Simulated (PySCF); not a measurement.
Os²⁺: ionisation energy

Os²⁺ [Xe] 4f14 5d6 (5D) → Os³⁺ [Xe] 4f14 5d5 (6S), as a difference of total energies. Computed with PySCF 2.14 in aug-cc-pwCVDZ-PP with ECP60MDF, with scalar relativity through the core potential. Correlated levels: valence: 5s2 5p6 frozen; valence and next inner shell: nothing frozen outside the core potential. The calculations carry no spin-orbit coupling.

```json
{"method": "UHF", "ionisation energy (eV)": "24.874"}
{"method": "LDA", "ionisation energy (eV)": "27.174"}
{"method": "PBE", "ionisation energy (eV)": "26.934"}
{"method": "PBE0", "ionisation energy (eV)": "26.724"}
{"method": "r2SCAN", "ionisation energy (eV)": "26.427"}
{"method": "LC-wPBE", "ionisation energy (eV)": "26.670"}
{"method": "HSE06", "ionisation energy (eV)": "26.730"}
{"method": "M06-L", "ionisation energy (eV)": "26.709"}
{"method": "TPSSh", "ionisation energy (eV)": "26.683"}
{"method": "MP2 (valence)", "ionisation energy (eV)": "25.936"}
{"method": "SCS-MP2 (valence)", "ionisation energy (eV)": "26.131"}
{"method": "MP2 (valence and next inner shell)", "ionisation energy (eV)": "25.970"}
{"method": "SCS-MP2 (valence and next inner shell)", "ionisation energy (eV)": "25.979"}
```

**Question.** How much does correlation contribute at MP2 (valence and next inner shell)?

**Answer.** 25.970 − (24.874) = 1.096 eV, measured against UHF.

The reference lies between the lowest fine-structure levels, while these numbers refer to the centres of the terms.

Errors of the correlated levels include the incompleteness of this basis and the frozen core.

For comparison: 25 ± 1.6 eV (theoretical estimate listed by NIST; NIST Atomic Spectra Database, ionization energies).
